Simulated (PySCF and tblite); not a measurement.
Values are calculated unless marked as measured or tabulated.
System: C₇H₁₃FO, numbered as in [CH3:1][O:2][C@@H:3]1[CH2:4][CH2:5][CH2:6][CH2:7][C@H:8]1[F:9].

Motion: rotation about the C3–O2 bond (torsion C4–C3–O2–C1 from -161° to -286°, falling). GFN2-xTB gives an electronic barrier of 4.0 kcal/mol and a reaction energy of 1.8 kcal/mol.

Task: What does PBE0/pcSseg-1 + D3(BJ) give on GFN2-xTB geometries?

Result: A barrier of 5.1 kcal/mol, 1.1 above the tight-binding barrier (from unrounded values), a reaction energy of 3.0 kcal/mol and, with GFN2-xTB thermal terms, ΔG‡(298 K) = 5.7 kcal/mol and k = 4.5×10⁸ s⁻¹ (1 equivalent path).

Programs: tblite and PySCF.
